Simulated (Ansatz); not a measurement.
Basis sets compared for the cluster Cs3I4. Charge 0, multiplicity 2. Geometry PBE0-D4/def2-SVP. Ansatz on 4 threads of Intel Xeon 6975P-C on a shared host; times are rough, and most runs start from earlier orbitals.

Cartesian coordinates in Å:
```
Cs -2.552 1.177 1.312
Cs 0.037 -3.595 -0.266
Cs 1.125 1.499 -1.468
I -1.864 -0.898 -1.722
I 3.159 -1.526 -0.133
I 0.893 -0.735 2.082
I -0.799 4.079 0.195
```

In the def2 sets Cs, I take a core potential; there is no spin–orbit coupling. At PBE-D4/def2-SVP, PBE-D4/def2-TZVP the gap within one spin of the charge 0 doublet nearly closes, so an electron or hole may be smeared out by delocalisation error. In the doublet, I5 and I6 lie 3.27 Å apart (atoms count from 1), so these atoms are partly bonded to each other. The structure comes from a short search, and lower isomers may exist.

Binding counts from free atoms (Cs doublet, I doublet) in the same basis, without a counterpoise term.

```csv
level,functions,energy (Eh),HOMO (eV),LUMO (eV),binding per atom (eV),wall time
PBE-D4/def2-SVP,176,-1251.6026,-4.51,-4.50,2.09,13 s
PBE0-D4/def2-SVP,176,-1251.6969,-5.51,-3.88,2.10,7.5 s
```

Task: Estimate the rows for PBE-D4/def2-TZVP (with forces), PBE0-D4/def2-TZVP.

Result: 
```json
{"level": "PBE-D4/def2-TZVP (with forces)", "functions": "287", "energy (Eh)": "-1251.6409", "HOMO (eV)": "-4.60", "LUMO (eV)": "-4.53", "binding per atom (eV)": "2.09", "wall time": "18 s"}
{"level": "PBE0-D4/def2-TZVP", "functions": "287", "energy (Eh)": "-1251.7308", "HOMO (eV)": "-5.62", "LUMO (eV)": "-3.85", "binding per atom (eV)": "2.09", "wall time": "16 s"}
```
